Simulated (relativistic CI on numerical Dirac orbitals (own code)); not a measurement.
# Ti3+: resonant inelastic scattering at the L2,3 edge

Computed with this model: Dirac-Coulomb-Breit CI, separate exchange-only KLI orbitals for each configuration, model QED, Kramers-Heisenberg scattering through one core-hole configuration in a parametric crystal field, unscaled Slater integrals; configurations [Ar] 3d → [He] 2s2 2p5 3s2 3p6 3d2; 300 K; core-hole width 0.24 eV; summed over polarisations. Incident energies are the highest absorption maxima for each field (at most a few, so the weaker spin-orbit partner edge can be absent), on the computed scale of the free ion. Intensities are in per cent of the strongest line above 0.02 eV; levels within 1 cm⁻¹ are merged; final levels count from the ground level, the first row holds all elastic scattering, lines under 0.4 are left out and each table stops after 24 rows. The scale of the Slater integrals is a model choice and moves the terms in proportion.

Field parameters in Wybourne normalisation: Td as Oh with Dq negative (B⁴₀ = 21Dq, B⁴₄ = √(5/14) B⁴₀). The field is a parameter set, without covalency.

S is read from ⟨S²⟩ = S(S + 1).

Td, 10Dq = -1800 cm⁻¹:

```csv
Final level (eV),Degeneracy,Irrep,S,461.4 eV,466.5 eV,467 eV
0.000,4,Γ8,0.50,45.6,168.2,96.7
0.219,4,Γ8,0.50,11.1,100.0,67.5
0.242,2,Γ7,0.50,8.9,61.9,23.6
```

Td, 10Dq = -4150 cm⁻¹:

```tsv
Final level (eV)	Degeneracy	Irrep	S	464.1 eV	466.7 eV	467.2 eV
0.000	4	Γ8	0.50	24.8	272.4	98.9
0.508	4	Γ8	0.50	19.5	100.0	65.0
0.533	2	Γ7	0.50	8.8	47.4	31.5
```

For the first field the strongest loss at the lowest incident energy is the level at 0.22 eV (S = 0.50, against 0.50 in the thermal ground state).
